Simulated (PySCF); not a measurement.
Species: `C[C@H](OC(C)=O)OC`. The columns A, B, C and D hold Mulliken, IAO, Hirshfeld and ESP-fitted charges (e) of one PBE0/pcSseg-1 density (PySCF), in a shuffled order. Coordinates in Å (GFN2-xTB); the density's dipole moment is (0.85, -0.06, -0.55) D.

```
atom       x       y       z       A       B       C       D
  C1  -1.634  -1.593  -0.416  -0.207  -0.030  -0.213  -0.043
  O2  -1.391  -0.523  -1.306  -0.381  -0.497  -0.341  -0.139
  C3  -0.724   0.561  -0.756  +0.267  +0.244  +0.552  +0.113
  C4  -0.745   1.700  -1.762  -0.428  -0.205  -0.705  -0.129
  O5   0.649   0.226  -0.495  -0.364  -0.474  -0.448  -0.104
  C6   1.029  -0.008   0.767  +0.528  +0.368  +0.828  +0.219
  C7   2.497  -0.338   0.826  -0.477  -0.236  -0.625  -0.123
  O8   0.300   0.059   1.721  -0.472  -0.415  -0.580  -0.263
  H9  -2.265  -2.294  -0.957  +0.160  +0.124  +0.141  +0.052
 H10  -2.148  -1.244   0.487  +0.135  +0.105  +0.104  +0.041
 H11  -0.704  -2.091  -0.123  +0.129  +0.105  +0.116  +0.033
 H12  -1.179   0.857   0.206  +0.130  +0.117  +0.053  +0.030
 H13  -0.274   1.366  -2.682  +0.158  +0.123  +0.208  +0.045
 H14  -0.206   2.554  -1.364  +0.151  +0.117  +0.191  +0.046
 H15  -1.774   1.975  -1.967  +0.158  +0.125  +0.187  +0.050
 H16   2.836  -0.724  -0.130  +0.168  +0.139  +0.173  +0.051
 H17   3.044   0.576   1.053  +0.175  +0.150  +0.182  +0.062
 H18   2.679  -1.053   1.623  +0.171  +0.142  +0.177  +0.057
```

**Question.** Which column most likely holds the ESP-fitted charges?

**Answer.** C. Σ q r misses the density's dipole by 0.02 D (C), 0.20 D (D), 0.30 D (A), 0.96 D (B). Charges fitted to the outside potential are the only set here that is tied to the molecule's multipoles.

**Question.** And the Hirshfeld charges?

**Answer.** D. The mean sizes are 0.089 e (D), 0.206 e (B), 0.259 e (A), 0.324 e (C), and Hirshfeld charges are commonly the smallest of these schemes.

As computed, A = IAO, B = Mulliken, C = ESP-fitted, D = Hirshfeld. Hydrogens on carbon: IAO +0.13 to +0.18, Mulliken +0.10 to +0.15, ESP-fitted +0.05 to +0.21, Hirshfeld +0.03 to +0.06 e.

The Hirshfeld scheme divides the density at each point in proportion to the densities of the neutral, spherically averaged free atoms. The ESP scheme fits charges at the nuclei, held to the total charge, to the electrostatic potential on points at 1.4 to 2.0 times the van der Waals radii.

One conformer (not necessarily the lowest) at the GFN2-xTB geometry, without solvent, vibrations or thermal averaging.

These values come from a run that also computed NMR shieldings. On one thread of an Arm Neoverse V2, shared host, this took 28 s.

Shape of the structure used: `[CH3:1][O:2][C@H:3]([CH3:4])[O:5][C:6]([CH3:7])=[O:8]`: C1–O2–C3–C4 -171°, O2–C3–O5–C6 -104°, C3–O5–C6–C7 180°.
